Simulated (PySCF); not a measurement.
## Simulated characterisation data

PySCF 2.14.0 with density-fitted response routines calculation with geometry from GFN2-xTB and PBE0/pcSseg-1 with gauge-including orbitals; gas phase, rapidly exchanging positions averaged, non-relativistic, a single conformation.

Chemical shifts δ = σref − σ; 1H, 13C against TMS, all at this level. Where no couplings were computed, multiplicities follow the n + 1 count of equivalent neighbours, and m marks all less simple cases (inequivalent or close neighbours, rings, F or P nearby). Shifts are as computed. Against solution values, carbons near 30 ppm lie about +3 ppm off and those near 130 ppm about +5 ppm. Of 1211 compounds with measured shifts, 218 miss one by over three times the rms of a fit or turn the order of signals round; such compounds aren't used in these exercises.

**1.** `C1=C(CC)C=NC=C1`, C$_{7}$H$_{9}$N. 1H NMR (400 MHz, computed): δ 8.85 (s, 1H), 8.83 (d, 1H), 7.72 (d, 1H), 7.37 (m, 1H), 2.63 (q, 2H), 1.22 (t, 3H). 13C{1H} NMR (computed): δ 155.4, 153.2, 145.5, 140.9, 128.3, 32.1, 22.5.

**2.** SMILES CC(C)=C1C[C@@H]1C#N, C$_{7}$H$_{9}$N. 1H NMR (400 MHz, computed): δ 2.08 (s, 3H), 2.01 (s, 3H), 1.79 (m, 1H), 1.61 (m, 1H), 1.59 (m, 1H). 13C{1H} NMR (computed): δ 135.9 (C), 124.9 (C), 119.3 (C), 25.3 (CH3), 25.0 (CH3), 13.9 (CH2), 2.1 (CH).
